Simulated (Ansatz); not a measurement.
Input file for Ansatz (a quantum-chemistry and plane-wave program): R-CCSD(T)/aug-cc-pV(D+d)Z on HCl (SMILES Cl) with ghost functions. Files ending in .json are basis or fitting sets from the Basis Set Exchange.

Ansatz 0.2 input:
```yaml
crystal:
  periodic: [false, false, false]
  atoms:
    - {symbol: Cl, position_ang: [-0.08021070, 0.57078754, 0.20848289]}
    - {symbol: H, position_ang: [-0.29665679, 1.26334517, 1.27030651]}
basis:
  gaussian:
    orbitals: aug-cc-pV_D+d_Z.json
    ghost_atoms:
      - {symbol: Si, position_ang: [0.42964018, -1.20150880, 3.66149632]}
      - {symbol: Si, position_ang: [-0.22154793, 0.95447613, 4.31781955]}
      - {symbol: H, position_ang: [1.67943635, -1.14122955, 2.87008223]}
      - {symbol: H, position_ang: [-0.63813334, -1.83724843, 2.85678018]}
      - {symbol: H, position_ang: [0.66682990, -2.01466324, 4.87934223]}
      - {symbol: H, position_ang: [-1.47191148, 0.91233028, 5.11282893]}
      - {symbol: H, position_ang: [-0.47800172, 1.81949685, 3.13303200]}
      - {symbol: H, position_ang: [0.83961366, 1.60802353, 5.12039142]}
magnetization: {spin_polarized: false}
correlation: {method: ccsd_t, electrons: outside_noble_gas}
scf: {lower_state_search: off}
```

Give the final energy of this run.

-460.2807 hartree (reference determinant -460.0948, T1 diagnostic 0.007).

How many basis functions does it have, and what does it roughly cost on one machine?

159 functions; roughly 19 core-seconds.
